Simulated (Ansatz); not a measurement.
The cluster Si₄Au₃⁻, relaxed as a singlet with RKS r2SCAN-D4/def2-SVPD in Ansatz, starting from the GFN1-xTB geometry. Force threshold 0.02 eV/Å.

In the def2 sets Au takes a core potential; there is no spin–orbit coupling. The structure comes from a short search, and lower isomers may exist.

Start:

Cartesian coordinates in Å:
```
Au 1.551 0.283 -1.459
Au -0.252 2.139 0.029
Au -1.418 0.084 -1.624
Si 1.236 0.396 0.967
Si 0.156 -1.511 -0.555
Si 0.109 -1.478 1.778
Si -1.383 0.086 0.864
```

```csv
step,energy (eV),largest force component (eV/Å),SCF passes
1,-42588.4274,1.554,23
2,-42589.0851,0.662,27
3 (rejected),-42589.0268,1.132,27
4,-42589.2176,0.122,29
5,-42589.2276,0.013,23
6 (rejected),-42589.2204,0.116,23
7,-42589.2276,0.013,23
```

Force components are those of the run's own axes.

End:

```tsv
atom	x (Å)	y (Å)	z (Å)
Au1	1.672	0.159	-1.384
Au2	-0.235	2.139	0.303
Au3	-1.533	-0.155	-1.532
Si4	1.469	0.566	0.991
Si5	0.203	-1.670	-0.795
Si6	0.061	-1.285	1.565
Si7	-1.637	0.245	0.852
```

By distances, no bond broke or formed. The bond that changes most is Au2–Au3, from 2.88 to 3.21 Å (atoms count from 1).

The force fell under the threshold at step 5, but the optimiser went on. No frequencies were taken in this run, so the end may be a saddle point.

Run time 52 s (4 threads of Arm Neoverse V1 on a shared host).
